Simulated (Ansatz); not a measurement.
PbCl₂ (the lowest singlet isomer of a short search). Charge 0, multiplicity 1. Geometry PBE0-D4/def2-TZVP, basis def2-TZVP, Ansatz.

```csv
atom,x (Å),y (Å),z (Å)
Pb1,0.131,-0.572,0.883
Cl2,-1.067,1.541,0.521
Cl3,0.936,-0.968,-1.404
```

| run | HOMO (eV) | LUMO (eV) |
| --- | --- | --- |
| A | -8.20 | -3.13 |
| B | -7.03 | -3.76 |
| C | -6.88 | -3.71 |
| D | -9.20 | -2.49 |
| E | -6.96 | -3.65 |
| F | -8.42 | -3.07 |

In the def2 sets Pb takes a core potential; there is no spin–orbit coupling. The structure comes from a short search, and lower isomers may exist.

Task: The runs used BHLYP, BLYP, PBE, PBE0, r2SCAN0, revPBE. Estimate which is which.

Result: A PBE0 (25 % exact exchange); B PBE (0 % exact exchange); C BLYP (0 % exact exchange); D BHLYP (50 % exact exchange); E revPBE (0 % exact exchange); F r2SCAN0 (25 % exact exchange). Exact exchange lowers occupied and raises empty levels; among semilocal functionals meta-GGAs tend to open the gap a little, and such runs are hard to tell apart. The gap grows from 3.17 eV (BLYP) to 6.71 eV (BHLYP).
